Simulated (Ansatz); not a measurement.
H2P, charge -1, singlet, geometry from GFN2-xTB (a gas-phase anion, which may not be bound at this level); Ansatz (an electronic-structure program) with WB97X/aug-cc-pVDZ.

Here is a job for Ansatz.
Ansatz 0.2 input:
```yaml
crystal:
  periodic: [false, false, false]
  atoms:
    - {symbol: P, position_ang: [-0.00149906, 0.07431072, 0.08210974]}
    - {symbol: H, position_ang: [0.97078349, -0.55479397, -0.60060040]}
    - {symbol: H, position_ang: [-0.94829753, -0.55986685, -0.63104570]}
basis:
  gaussian:
    orbitals: aug-cc-pVDZ
hamiltonian:
  xc: {name: wB97X}
total_charge: -1
accuracy: high
```

The log (banner, timings and long lists left out):

```
Functional definition: wB97X
827 factors; integrals over basis functions are off by at most 3.2e-9 eV
258 factors; integrals over basis functions are off by at most 1.9e-9 eV
mean field evaluation 1: about -9320.5146 eV, gradient 7.3e0 eV
mean field evaluation 2: about -9320.7668 eV, gradient 2.7e0 eV
mean field evaluation 4: about -9320.8075 eV, gradient 2.1e-1 eV
mean field evaluation 8: about -9320.8087 eV, gradient 1.6e-2 eV
mean field evaluation 16: about -9320.8087 eV, gradient 4.4e-7 eV
mean field -9320.80865882 eV, -342.5334003407 hartree, gradient 1.6e-8 eV, S^2 0.000000; 0 other end points of the search recorded, 0 dependent functions left out
reference -9320.80865640 eV, -342.5334002516 hartree; 9, 9 occupied and 36, 36 virtual orbitals, 827 factors
Total energy: -9320.80865640 eV, -342.5334002516 hartree
```
